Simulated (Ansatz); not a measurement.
Reaction (SMILES): [Cl][Cd][Cl] -> [Cl][Cd] as doublet, charge 0 + Cl atom (the Cd-Cl bond at the site shown breaks; other sites are not compared here)
Each molecule is optimised on its own at B3LYP-D3(BJ)/def2-TZVP (Ansatz, a first-principles code). Frequencies are from Ansatz. [Cl][Cd] as doublet, charge 0: The spin state was set by rule; other spins were not relaxed. A spin state is the lowest found, not a proven ground state.

Property: bond dissociation energy (enthalpy at 298 K, with B3LYP-D3(BJ) rigid-rotor harmonic-oscillator terms), in eV. Correlated levels leave the core frozen unless marked. UHF or UKS for open shells. No spin-orbit coupling. The frozen core is the preceding noble-gas configuration, with the filled d and f shells of earlier blocks. Past Kr the def2 sets carry scalar-relativistic core potentials. STO-3G rows are all-electron and non-relativistic. CBS(X,Y): correlation extrapolated as X^-3; Hartree-Fock from the larger set. The bracket is a focal-point correction in the basis named.

| level | program | bond dissociation energy (eV) |
|---|---|---|
| HF/def2-SVP | Ansatz | 2.80 |
| HF/def2-TZVPPD | Ansatz | 2.79 |

Predict the RI-MP2/CBS(def2-TZVPPD,def2-QZVPPD)+[CCSD(T)-MP2]/def2-TZVPPD result (Ansatz).

3.99 eV, so HF/def2-TZVPPD differs from it by -1.20 eV.
